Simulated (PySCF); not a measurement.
# Computed records: CH$_{4}$BNSi, B$_{2}$H$_{3}$N, B$_{2}$ClH$_{2}$N, B$_{2}$H$_{3}$NO

All values are calculated (PySCF 2.14.0). Calculation on a computer-drawn molecule: the log of a Hartree-Fock and frozen-core CCSD(T) single point meant for a local Hartree-Fock minimum, with one planted fault or none, to be diagnosed. Offsets are logged minus clean, where the clean run is the same molecule without the fault. The reference is restricted for singlets and unrestricted otherwise, and also for a bond in bohr or an excited solution. Adding or removing an electron swaps singlet and doublet. The excited solution moves the top pair (singlet) or top alpha electron (doublet) to the lowest empty orbital. Highest occupied and lowest empty are orbital energies over both spins, largest force is the largest gradient component, triples share is (T) over the correlation energy, the T1 limit is 0.02 restricted and 0.045 unrestricted, electrons count all cores, a negative frequency is imaginary (commonest isotopes), and the dipole is about the centre of nuclear charge.

Common to all runs: meant charge 0; meant multiplicity 1; logged SCF converged yes; possible faults no fault, one electron removed, one electron added, multiplicity raised by two, geometry at a saddle point, SCF held on an excited solution, minimal basis STO-3G, one bond length entered in bohr, all coordinates scaled.

(1) CH$_{4}$BNSi

Logged structure:
```xyz
8
CH4BNSi
B     -2.2070     1.4626     0.2067
C     -0.8786     1.1276     0.3924
Si     0.1750     1.3135    -1.1511
N      1.6970     0.8259    -0.5452
H     -3.3183     1.7652    -0.0329
H     -0.4690     0.7867     1.3399
H      1.9103     0.5305     0.3892
H      2.5073     0.8090    -1.1345
```

* meant basis: cc-pV(D+d)Z
* logged electrons: 36
* logged basis functions: 28
* logged spin squared: 0
* logged highest occupied: -5.7518 eV
* logged lowest empty: 7.2311 eV
* logged largest force: 0.050445 hartree/bohr
* logged T1 diagnostic: 0.0229
* logged D1 diagnostic: 0.080464
* logged triples share: 0.025919
* logged CC converged: yes
* logged dipole magnitude: 0.30331 debye
* logged SCF stable within its kind: yes
* logged energy HF: -403.34564 hartree
* logged energy CCSD(T): -403.57852 hartree
* planted fault: minimal basis STO-3G
* HF energy offset from clean run: 3058 kcal/mol
* CCSD(T) energy offset from clean run: 3238 kcal/mol

Drawn bonds:
```csv
atom,other atom,order
1,2,2
2,3,1
3,4,1
1,5,1
2,6,1
4,7,1
4,8,1
```

Notes: T1 above single-reference limit.

(2) B$_{2}$H$_{3}$N

Logged structure:
```xyz
6
B2H3N
B     -0.6277     0.4222    -1.3249
N      0.4905     0.8380    -1.6688
B      1.7588     1.3098    -2.0586
H     -1.6824     0.0299    -1.0005
H      1.8601     2.3685    -2.6180
H      2.7395     0.6534    -1.8315
```

* meant basis: cc-pVDZ
* logged electrons: 19
* logged basis functions: 57
* logged spin squared: 0.7625
* logged highest occupied: -19.039 eV
* logged lowest empty: -7.9405 eV
* logged largest force: 0.096753 hartree/bohr
* logged T1 diagnostic: 0.048457
* logged D1 diagnostic: 0.23132
* logged triples share: 0.031338
* logged CC converged: yes
* logged dipole magnitude: 2.6564 debye
* logged SCF stable within its kind: yes
* logged energy HF: -105.25808 hartree
* logged energy CCSD(T): -105.5762 hartree
* planted fault: one electron removed
* HF energy offset from clean run: 212.4 kcal/mol
* CCSD(T) energy offset from clean run: 238.7 kcal/mol

Drawn bonds:
```csv
atom,other atom,order
1,2,2
2,3,1
1,4,1
3,5,1
3,6,1
```

Notes: T1 above single-reference limit.

(3) B$_{2}$ClH$_{2}$N

Logged structure:
```xyz
6
B2ClH2N
B     -1.2534    -0.5228    -0.7835
N     -0.9802     0.3333     0.0742
B     -0.6577     1.3074     1.0228
Cl    -1.3358     1.2276     2.6677
H     -1.5114    -1.3294    -1.5915
H      0.0709     2.2208     0.7869
```

* meant basis: cc-pV(D+d)Z
* logged electrons: 36
* logged basis functions: 26
* logged spin squared: 0
* logged highest occupied: -9.8452 eV
* logged lowest empty: 5.2741 eV
* logged largest force: 0.026778 hartree/bohr
* logged T1 diagnostic: 0.018702
* logged D1 diagnostic: 0.050976
* logged triples share: 0.039187
* logged CC converged: yes
* logged dipole magnitude: 3.1331 debye
* logged SCF stable within its kind: yes
* logged energy HF: -558.31743 hartree
* logged energy CCSD(T): -558.5035 hartree
* planted fault: minimal basis STO-3G
* HF energy offset from clean run: 3931 kcal/mol
* CCSD(T) energy offset from clean run: 4128 kcal/mol

Drawn bonds:
```csv
atom,other atom,order
1,2,2
2,3,1
3,4,1
1,5,1
3,6,1
```

(4) B$_{2}$ClH$_{2}$N

Logged structure:
```xyz
6
B2ClH2N
B     -1.2534    -0.5228    -0.7835
N     -0.9802     0.3333     0.0742
B     -0.6577     1.3074     1.0228
Cl    -1.3358     1.2276     2.6677
H     -1.7409    -2.0470    -2.3104
H      0.0709     2.2208     0.7869
```

- meant basis: cc-pV(D+d)Z
- logged electrons: 36
- logged basis functions: 75
- logged spin squared: 0.756
- logged highest occupied: -11.559 eV
- logged lowest empty: 1.0917 eV
- logged largest force: 0.018318 hartree/bohr
- logged T1 diagnostic: 0.063448
- logged D1 diagnostic: 0.2745
- logged triples share: 0.039042
- logged CC converged: yes
- logged dipole magnitude: 2.7357 debye
- logged SCF stable within its kind: yes
- logged energy HF: -564.44936 hartree
- logged energy CCSD(T): -564.94908 hartree
- planted fault: one bond length entered in bohr, row 4 of the drawn bonds
- HF energy offset from clean run: 83.28 kcal/mol
- CCSD(T) energy offset from clean run: 83.84 kcal/mol

Drawn bonds:
```csv
atom,other atom,order
1,2,2
2,3,1
3,4,1
1,5,1
3,6,1
```

Notes: T1 above single-reference limit.

(5) B$_{2}$H$_{3}$NO

Logged structure:
```xyz
7
B2H3NO
B     -1.8618    -0.3723     0.0009
N     -0.9017    -1.0649     0.3629
B      0.1696    -1.8750     0.8192
O      1.3177    -1.9273     0.1028
H     -2.7702     0.2834    -0.3420
H      0.0604    -2.5117     1.8354
H      1.9670    -2.4929     0.4897
```

- meant basis: cc-pVDZ
- logged electrons: 28
- logged basis functions: 71
- logged spin squared: 0
- logged highest occupied: -3.8745 eV
- logged lowest empty: -4.3801 eV
- logged largest force: 0.30601 hartree/bohr
- logged CC converged: no
- logged dipole magnitude: 3.517 debye
- logged SCF stable within its kind: no
- logged energy HF: -179.97905 hartree
- planted fault: SCF held on an excited solution
- HF energy offset from clean run: 349.8 kcal/mol

Drawn bonds:
```csv
atom,other atom,order
1,2,2
2,3,1
3,4,1
1,5,1
3,6,1
4,7,1
```

Notes: CCSD not converged.
